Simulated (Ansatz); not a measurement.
One change: `[Cl][GaH][GeH3]` becomes `[CH3][GaH][Cl]`.

Ansatz, PBE0-D4/def2-TZVP geometries, multiplicity 1. 

Scalar relativity is left out up to krypton.

```
                                        property  `[Cl][GaH][GeH3]`
            HOMO–LUMO gap (PBE0/def2-TZVPP) / eV               5.75
size of the dipole moment (B3LYP/def2-TZVPP) / D               1.99
             LUMO energy (B3LYP/def2-TZVPP) / eV              -2.31
         HOMO–LUMO gap (ωB97M-V/def2-TZVPP) / eV               9.51
               HOMO energy (PBE/def2-TZVPP) / eV              -6.68
           LUMO energy (ωB97M-V/def2-TZVPP) / eV              -0.33
```

**Question.** What does the change do to each property? (Best estimate.)

**Answer.** The calculation gave: 
| property | `[CH3][GaH][Cl]` | shift |
| --- | --- | --- |
| HOMO–LUMO gap (PBE0/def2-TZVPP) / eV | 6.78 | 1.03 |
| size of the dipole moment (B3LYP/def2-TZVPP) / D | 2.51 | 0.52 |
| LUMO energy (B3LYP/def2-TZVPP) / eV | -1.62 | 0.69 |
| HOMO–LUMO gap (ωB97M-V/def2-TZVPP) / eV | 10.68 | 1.17 |
| HOMO energy (PBE/def2-TZVPP) / eV | -6.82 | -0.14 |
| LUMO energy (ωB97M-V/def2-TZVPP) / eV | 0.36 | 0.69 |

With PBE0 the HOMO falls by 0.31 eV and the LUMO rises by 0.73 eV, so the gap widens by about 1.04 eV. PBE moves the HOMO by -0.14 eV and ωB97M-V by -0.48 eV. Dipoles are sizes alone; their direction can turn.

B3LYP here is the variant with VWN-RPA as its local correlation; programs differ in this.
